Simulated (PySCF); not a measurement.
# UHF on Fe (iron, neutral)

Configuration: [Ar] 3d6 4s2, high-spin 5D determinant. Computed with PySCF 2.14 in x2c-QZVPPall with one added diffuse shell each of s, p, d, f, g type (12s8p6d5f3g, 128 functions), with scalar relativity by spin-free X2C-1e.

```
Total energy                                                  : -1271.374748 hartree
One-electron energy                                           : -1756.0716 hartree
Hartree (Coulomb) energy                                      : 539.6770 hartree
Exchange energy                                               : -54.9801 hartree
⟨S²⟩                                                          : 6.0167
⟨L²⟩                                                          : 6.019
Sum of ⟨r⟩                                                    : 21.79 bohr
Sum of ⟨r²⟩                                                   : 40.77 bohr²
Traceless quadrupole moment −½Σ⟨3z² − r²⟩ along its main axis : 0.243 e·bohr²
Langevin diamagnetic susceptibility                           : -32.3 ×10⁻⁶ cm³/mol
```

| shell | electrons | mean orbital energy (eV) | spread (eV) | rms radius, mean of both spins (bohr) |
| --- | --- | --- | --- | --- |
| 1s α | 1 | -7175.3 | 0 | 0.0675 |
| 1s β | 1 | -7175.3 | 0 | 0.0675 |
| 2s α | 1 | -884.29 | 0 | 0.288 |
| 2s β | 1 | -881.05 | 0 | 0.288 |
| 2p α | 3 | -750.03 | 0.884 | 0.260 |
| 2p β | 3 | -746.82 | 0.007 | 0.260 |
| 3s α | 1 | -120.46 | 0 | 0.871 |
| 3s β | 1 | -110.84 | 0 | 0.871 |
| 3p α | 3 | -80.839 | 2.001 | 0.936 |
| 3p β | 3 | -69.249 | 1.503 | 0.936 |
| 3d α | 5 | -18.307 | 2.360 | 1.23 |
| 3d β | 1 | -12.716 | 0 | 1.23 |
| 4s α | 1 | -7.669 | 0 | 3.49 |
| 4s β | 1 | -6.654 | 0 | 3.49 |

Densities and radii are taken from the X2C orbitals without a picture-change correction, which distorts them close to the nucleus.

Spin-orbit constants ζ (cm⁻¹) from the X2C one-electron operator on these orbitals: bare nucleus, nucleus screened by l(l+1)(2l+1)/3 electrons, and screened by the Breit-Pauli mean field of the electrons.

```csv
shell,bare,screened nucleus,mean field
2p,70660,65220,n/a
3p,8580,7920,n/a
3d,768.7,473.0,n/a
```

To first order the Landé constant is A = -118.3 cm⁻¹, so the lowest level has J = 4 and lies 0.0586 eV below the centre of the term. This holds in LS coupling only.
